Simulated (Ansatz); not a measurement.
A search over several starts for the lowest SCF solution of InF₃⁺ at the given spin, in a small basis.

```yaml
crystal:
  periodic: [false, false, false]
  atoms:
    - {symbol: In, position_ang: [0.000276, -0.001035, -0.001368]}
    - {symbol: F, position_ang: [1.142177, -1.455249, -0.530590]}
    - {symbol: F, position_ang: [-1.310906, 0.694601, -1.224432]}
    - {symbol: F, position_ang: [0.168454, 0.761683, 1.756390]}
basis:
  gaussian: {orbitals: def2-SVP}
total_charge: 1
magnetization: {spin_polarized: true, initial_magnetization: 1}
hamiltonian: {xc: pbe0, dispersion: d4}
output: {orbitals: {seedname: orbitals}}
```

```sh
$ ansatz run in.yaml --threads 4 --pin off --events-out ev --progress --plain --max-ram 3916MiB
```

Shortened log:

```
Functional definition: PBE0
720 factors; integrals over basis functions are off by at most 2.3e-4 eV
mean field evaluation 1: about -13285.9282 eV, gradient 6.0e1 eV
mean field evaluation 2: about -13257.5819 eV, gradient 1.1e2 eV
mean field evaluation 4: about -13296.3351 eV, gradient 2.2e1 eV
mean field evaluation 8: about -13298.1268 eV, gradient 3.6e-1 eV
mean field evaluation 16: about -13298.1758 eV, gradient 1.9e-2 eV
mean field evaluation 32: about -13298.1884 eV, gradient 2.3e-5 eV
mean field evaluation 64: about -13298.1871 eV, gradient 2.5e-4 eV
mean field evaluation 96: about -13297.8040 eV, gradient 7.7e0 eV
mean field -13298.18914470 eV, -488.6994372312 hartree, gradient 2.9e-6 eV, S^2 0.770957; 12 other end points of the search recorded, 0 dependent functions left out
reference -13298.18918308 eV, -488.6994386420 hartree; 24, 23 occupied and 44, 45 virtual orbitals, 720 factors
Total energy: -13298.23106280 eV, -488.7009776930 hartree
```

Hardware: 4 threads of Arm Neoverse V1 on a shared host. Wall time 7 s.

In the def2 sets In takes a core potential; there is no spin–orbit coupling. The structure comes from a short search, and lower isomers may exist.
